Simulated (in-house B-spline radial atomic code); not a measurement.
Mg²⁺. Computed with a B-spline radial atomic code. Model: non-relativistic spherical atom: semilocal Troullier-Martins pseudo-atom, one channel per l, against all electrons, high spin, G0W0 and RPA with empty states to l = 8, local potential for every l without a channel, a model core (radius 0 = none) keeps its share of the functional.

What the tables leave out is listed at the end.

The pseudopotential gives back the lowest level of each angular momentum of its own functional in the configuration it was made in; a second state of the same l is only approximately right. Exact exchange, RPA and GW see the smooth pseudo-orbitals and miss the exchange with the core, for which the functional's share stands in. The column with an uncorrelated core keeps all orbitals and exact exchange, and so separates missing core correlation from pseudisation. Only the three outermost levels and the lowest empty one were computed. RPA here is direct RPA, with no exchange kernel, and its energies carry an (l + 1/2)⁻⁴ tail. A hybrid on a potential with a model core restores only its own semilocal share of the core's exchange.

Command:
```bash
python run_psgw.py task.json out
```
Settings (lengths in bohr, energies in hartree):
```
Z                      12
electrons              10
configuration          [He] 2s2 2p6
generated_in           [Ne] 3s2
functional             pbe,pbe
core_shells            1
radius_factor          1.15
core_correction        True
```

Time taken, with all properties: 12 s on 1 thread of Arm Neoverse N1, with other jobs on the host.

Given: made with PBE; model core radius 0.201 bohr; local radius 0.659 bohr; mean-field start PBE.

Valence shells of the generating configuration: 2s, 2p, 3s.

Channel: s 0.63, p 0.822 (radii in bohr).

Computed: largest level miss in the spin-unpolarised generating configuration 0.013 eV; valence RPA correlation energy pseudo -0.46441 hartree; all-electron RPA polarisability, core included 0.48562 bohr³; pseudo-atom RPA polarisability 0.47973 bohr³.

```csv
level,occupied,mean-field all-electron (eV),mean-field pseudo minus all (eV),G0W0 all-electron (eV),G0W0 uncorrelated core minus all (eV),G0W0 pseudo minus all (eV),exchange self-energy all-electron (eV),exchange self-energy pseudo (eV)
2p,1,-66.718,-0.049,-79.734,0.067,0.355,-52.809,-51.037
3s (empty),0,-18.269,-0.046,-14.744,0.003,-0.085,-2.1301,-1.9053
```

(1) What is the valence RPA correlation energy all-electron orbitals?

Given: mean-field start PBE0.

Computed: valence RPA correlation energy all-electron orbitals -0.46798 hartree; valence RPA correlation energy pseudo -0.44758 hartree; all-electron RPA polarisability, core included 0.44714 bohr³.

```csv
level,occupied,mean-field all-electron (eV),mean-field pseudo minus all (eV),G0W0 all-electron (eV),G0W0 uncorrelated core minus all (eV),G0W0 pseudo minus all (eV),exchange self-energy all-electron (eV),exchange self-energy pseudo (eV)
2p,1,-70.784,0.053,-80.039,0.066,0.373,-52.872,-51.043
2s,1,-105.53,-0.288,-116.57,0.02,-0.767,-61.125,-58.991
3s (empty),0,-17.285,-0.047,-14.861,0.003,-0.069,-1.8854,-1.6844
```

(2) What is the pseudo-atom RPA polarisability?

Answers

(1) -0.4858 hartree.

(2) 0.44416 bohr³.

Among the listed levels the largest G0W0 shift of the pseudo-atom is -0.77 eV, for 2s on the PBE0 start, while leaving the core uncorrelated moves that level by +0.02 eV. So pseudisation and the lost core exchange, not the missing core correlation, make the error. Not in the tables (levels of low weight, unsolved or above zero; the highest and the empty levels are kept at any weight): on PBE the G0W0 levels 2s (pseudo minus all -0.19 eV, weights 0.33 and 0.42); no Hartree-Fock pseudo-atom is run with a model core.
